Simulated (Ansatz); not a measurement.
Consider the substitution at a C–Al bond: `[F][AlH][CH2][SiH3]` + `B[SiH2]O` → `B[SiH2]OC[SiH3]` + `[F][AlH2]`.

Gas-phase electronic energies from Ansatz, PBE0-D4/def2-TZVP geometries. CCSD(T)/CBS adds triple-zeta CCSD(T) − MP2 to the extrapolated MP2 energy (def2 sets, frozen cores). This one scheme is used for every species. Functionals use def2-TZVPP. B3LYP here is the variant with VWN-RPA as its local correlation; programs differ in this. Each species was taken in one conformer, which may not be the lowest.

```tsv
level	ΔE (kJ/mol)
r2SCAN-D4	131.0
ωB97X-V	119.5
ωB97M-V	125.8
r2SCAN	132.1
PBE0	130.3
B3LYP	121.3
MP2/CBS(def2)	137.2
CCSD/CBS(def2)	128.5
```

Q: What does CCSD(T)/CBS give? (Best estimate.)

A: Ansatz gave: +129.2 kJ/mol. The listed levels differ from it by 1.8, -9.7, -3.4, 2.9, 1.1, -7.9, 8.0, -0.7 kJ/mol.

Largest T1 diagnostic among the species: 0.012.

From PBE to PBE0 (25 % exact exchange), in def2-TZVPP and without D4, ΔE moves by +3.0 kJ/mol. The D4 term adds −3.6 kJ/mol with B3LYP and −2.3 kJ/mol with PBE0; it sums over pairs of atoms, weighted by their polarisabilities, and B3LYP, whose exchange is more repulsive, gets the larger term.
